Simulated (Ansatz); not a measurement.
```yaml
crystal:
  periodic: [false, false, false]
  atoms:
    - {symbol: Ge, position_ang: [-0.699800, -0.696490, 2.104094]}
    - {symbol: Ge, position_ang: [2.101784, -0.702980, -0.700354]}
    - {symbol: Ge, position_ang: [-0.697971, 2.103028, -0.701816]}
    - {symbol: Ge, position_ang: [-2.102123, 0.702671, 0.699641]}
    - {symbol: Ge, position_ang: [0.699421, 0.696824, -2.104128]}
    - {symbol: Ge, position_ang: [0.698476, -2.102663, 0.702627]}
    - {symbol: H, position_ang: [-1.562178, -1.556354, 3.051484]}
    - {symbol: H, position_ang: [0.204730, 0.207426, 2.967636]}
    - {symbol: H, position_ang: [3.045911, -1.567235, -1.561938]}
    - {symbol: H, position_ang: [2.968797, 0.200710, 0.201100]}
    - {symbol: H, position_ang: [-1.558964, 3.049532, -1.564038]}
    - {symbol: H, position_ang: [0.207170, 2.967502, 0.200588]}
    - {symbol: H, position_ang: [-2.967735, -0.201373, -0.202796]}
    - {symbol: H, position_ang: [-3.047589, 1.566124, 1.560569]}
    - {symbol: H, position_ang: [-0.205675, -0.206734, -2.967462]}
    - {symbol: H, position_ang: [1.561770, 1.556478, -3.051750]}
    - {symbol: H, position_ang: [-0.206213, -2.968502, -0.198941]}
    - {symbol: H, position_ang: [1.560198, -3.047943, 1.565495]}
basis:
  gaussian: {orbitals: def2-TZVP}
magnetization: {spin_polarized: true, initial_magnetization: 2}
hamiltonian: {xc: pbe0, dispersion: d4}
scf: {omitted_lower_state_checks: [starts]}
output: {orbitals: {seedname: orbitals}}
```

```sh
$ ansatz run in.yaml --threads 4 --pin off --events-out ev --progress --plain --max-ram 4787MiB
```

(1) Does this run fit into the memory that it is given?

Answers

(1) No. It has 360 basis functions, and Ansatz plans for 7 GiB where 5 GiB are given.
